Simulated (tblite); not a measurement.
Species: C₇H₁₄OP (charge +1).
Numbering: `[CH3:1]/[CH:2]=[CH:3]\[P@@H+:4]([CH3:5])[CH2:6][C:7]([CH3:8])=[O:9]` (hydrogens: H10, H11, H12 on C1; H13 on C2; H14 on C3; H15 on P4; H16, H17, H18 on C5; H19, H20 on C6; H21, H22, H23 on C8)

Computed geometry: GFN2-xTB, gas phase.

What internal coordinates does the optimisation give?

```json
{"bond": "C1–C2", "length (Å)": "1.474", "order": "single"}
{"bond": "C2=C3", "length (Å)": "1.333", "order": "double"}
{"bond": "C3–P4", "length (Å)": "1.780", "order": "single"}
{"bond": "P4–C5", "length (Å)": "1.812", "order": "single"}
{"bond": "P4–C6", "length (Å)": "1.831", "order": "single"}
{"bond": "C6–C7", "length (Å)": "1.518", "order": "single"}
{"bond": "C7–C8", "length (Å)": "1.481", "order": "single"}
{"bond": "C7=O9", "length (Å)": "1.211", "order": "double"}
{"bond": "C1–H10, C1–H11, C1–H12", "length (Å)": "1.089", "order": "single"}
{"bond": "C2–H13", "length (Å)": "1.084", "order": "single"}
{"bond": "C3–H14", "length (Å)": "1.086", "order": "single"}
{"bond": "P4–H15", "length (Å)": "1.370", "order": "single"}
{"bond": "C5–H16, C5–H17, C5–H18", "length (Å)": "1.090", "order": "single"}
{"bond": "C6–H19", "length (Å)": "1.093", "order": "single"}
{"bond": "C6–H20", "length (Å)": "1.094", "order": "single"}
{"bond": "C8–H21, C8–H22, C8–H23", "length (Å)": "1.088", "order": "single"}
```

Bonds in one row agree within 0.01 Å and their mean is given. Orders are formal, as drawn. A selection of angles:
```json
{"angle": "C1–C2–C3", "degrees": "127.0"}
{"angle": "C2–C3–P4", "degrees": "127.7"}
{"angle": "C3–P4–C5", "degrees": "107.7"}
{"angle": "C3–P4–C6", "degrees": "111.4"}
{"angle": "C5–P4–C6", "degrees": "106.4"}
{"angle": "P4–C6–C7", "degrees": "101.8"}
{"angle": "C6–C7–C8", "degrees": "119.3"}
{"angle": "C6–C7–O9", "degrees": "115.2"}
{"angle": "C8–C7–O9", "degrees": "125.5"}
```

Torsions: C1–C2–C3–P4 0° (synperiplanar); C2–C3–P4–C5 126° (anticlinal); C3–P4–C6–C7 71° (synclinal); P4–C6–C7–C8 180° (antiperiplanar).

P4 and O9 aren't drawn bonded (3 bonds apart) but lie 2.51 Å from each other; Cordero's covalent radii sum to 1.73 Å. P4 (phosphonium phosphorus) is distorted tetrahedral (angles from 106.3° to 115.9°). C3 (alkene CH carbon) is planar (angles 127.7°, 121.1° and 111.1°, sum 360.0°, 0.00 Å off the plane of its three neighbours). The 3 C–P bonds span 1.780 Å (C3–P4, drawn single) to 1.831 Å (P4–C6, drawn single), a spread of 0.051 Å. C7 (ketone carbonyl carbon) is planar (angles 125.5°, 119.3° and 115.2°, sum 360.0°, 0.01 Å off the plane of its three neighbours). The 4 C–C bonds span 1.333 Å (C2=C3, drawn double) to 1.518 Å (C6–C7, drawn single), a spread of 0.185 Å. Of the pairs four or more bonds apart, those above aside, O9···H15 is among the closest relative to their van der Waals radii: 2.46 Å, 91 % of the sum of Bondi's values.

Point group: C1 (no symmetry element, even within 0.4 Å). Its GFN2-xTB frequencies are all real (lowest 45 cm⁻¹). 3 starts were optimised and ended at 0.00, 0.38 and 2.14 kcal/mol (GFN2-xTB); the lowest of these is shown.

One conformer stands for the species.
